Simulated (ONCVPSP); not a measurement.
**lanthanum, ONCV: configuration errors across variants**

lanthanum (La), optimised norm-conserving Vanderbilt (ONCV), made with ONCVPSP 4.0.1 (LDA (Perdew-Zunger), scalar-relativistic). Core [Kr] 4d10, reference 5s2 5p6 5d1 6s1.75 6p0.25. Waves: 5s+6s: rc 2.80 bohr, ncon 3, nbas 6, qcut 3.7 1/bohr, 3 projectors, debl 1.3 Ha; 5p+6p: rc 3.55 bohr, ncon 4, nbas 7, qcut 4.9 1/bohr, 2 projectors; 5d: rc 2.55 bohr, ncon 4, nbas 7, qcut 4.5 1/bohr, 3 projectors, debl 1.7 Ha; f scattering state at 0.39 Ha: rc 3.90 bohr, ncon 4, nbas 7, qcut 3.1 1/bohr, 1 projector. Local part: polynomial inside 1.80 bohr (lpopt 2, dvloc0 -1 Ha). Core correction: Teter function, fcfact 4, rcfact 1.75.

In the f channel the program set the typed energies aside and used -0.179 Ha.

All-electron excitation energies from the reference (eV): (1) 5s2 5p6 5d1 6s2 6p0 -0.604; (2) 5s2 5p6 5d1 6s1 6p0 5.559; (3) 5s2 5p6 5d1 6s0 6p0 16.711; (4) 5s2 5p5 5d1 6s2 6p0 26.481.

Errors AE − PS in meV (a dash: test not solved or not reliable):

```csv
change,(1),(2),(3),(4),bound ghosts,GHOST(+) flags above zero
base,-0.1,-1.8,-12,-82,none,s
s: qcut 2.3,-0.1,-1.8,-13,-78,none,s
s: qcut 3,-0.1,-1.9,-13,-80,none,s
s: qcut 3.4,-0.1,-1.9,-13,-81,none,s
s: qcut 3.8,-0.1,-1.8,-12,-82,none,s
s: qcut 4.3,-0.1,-1.8,-11,-83,none,s
s: qcut 5.4,0.0,-1.6,-8.9,-86,none,s
```

(1) Give the same row for: s: qcut 5.

## Answers

(1) 0.0, -1.6, -9.2, -85; bound ghosts: none; GHOST(+) flags above zero: s.
